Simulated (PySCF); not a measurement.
## AlCl3: breathing scan

All numbers come from PySCF, r2SCAN, basis Al def2-TZVP, Cl def2-TZVP (no relativity, density fitting).

Rigid scan from the singlet minimum (Al–Cl 2.071 Å (×3); Cl–Al–Cl 120.0° (×3)). Coordinate: all bonds to the central atom scaled together. Energies in kJ/mol from the minimum.

| scale of all bonds to the centre | E (kJ/mol) |
| --- | --- |
| 0.88 | 251.5 |
| 0.92 | 98.0 |
| 0.96 | 21.6 |
| 1.00 | 0.0 |
| 1.04 | 17.0 |
| 1.08 | 60.7 |
| 1.14 | 157.3 |
| 1.22 | 313.8 |
| 1.35 | 570.6 |

At long bonds a restricted determinant can lie too high, and another spin state can fall below this curve.
